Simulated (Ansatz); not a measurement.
AlClH$_{4}$OSi (`O[SiH2][AlH][Cl]`). Total charge 0; spin multiplicity 1.

```xyz
8

O     0.364   -1.804   -0.424
Si   -0.189   -0.737    0.715
Al   -0.141    1.520   -0.252
Cl    0.750    1.479   -2.172
H     0.747   -1.421   -1.215
H    -1.561   -1.150    1.123
H     0.653   -0.815    1.945
H    -0.623    2.928    0.279
```

(1) List the harmonic frequencies (cm⁻¹, unscaled) at PBE0-D4/def2-TZVP in Ansatz. (Estimate.)

(2) Is this a minimum?

(3) Give the ideal-gas thermochemistry at 298.15 K and 1 bar (rigid rotor, harmonic oscillator; point group C1, symmetry number 1).

(4) And at 400, 500, 600, 800 and 1000 K?

## Answers

(1) Ansatz gave: 19, 64, 198, 226, 329, 371, 492, 510, 623, 736, 783, 866, 937, 954, 1944, 2184, 2201, 3903.

(2) Yes, all 18 modes are real.

(3) Zero-point energy 103.7 kJ/mol; H(298) − E = 125.3 kJ/mol; entropy 367.0 J/(mol·K), of which translation 167.5, rotation 115.4, vibration 84.1; G(298) − E = 15.9 kJ/mol. Modes under 100 cm⁻¹ are hindered rotations or soft bends, so the harmonic entropy is rough.

(4) 
```json
{"T (K)": "400", "H − E (kJ/mol)": "136.8", "S (J/mol/K)": "400.0", "G − E (kJ/mol)": "-23.2"}
{"T (K)": "500", "H − E (kJ/mol)": "149.2", "S (J/mol/K)": "427.8", "G − E (kJ/mol)": "-64.6"}
{"T (K)": "600", "H − E (kJ/mol)": "162.6", "S (J/mol/K)": "452.1", "G − E (kJ/mol)": "-108.7"}
{"T (K)": "800", "H − E (kJ/mol)": "191.3", "S (J/mol/K)": "493.3", "G − E (kJ/mol)": "-203.3"}
{"T (K)": "1000", "H − E (kJ/mol)": "221.8", "S (J/mol/K)": "527.3", "G − E (kJ/mol)": "-305.5"}
```
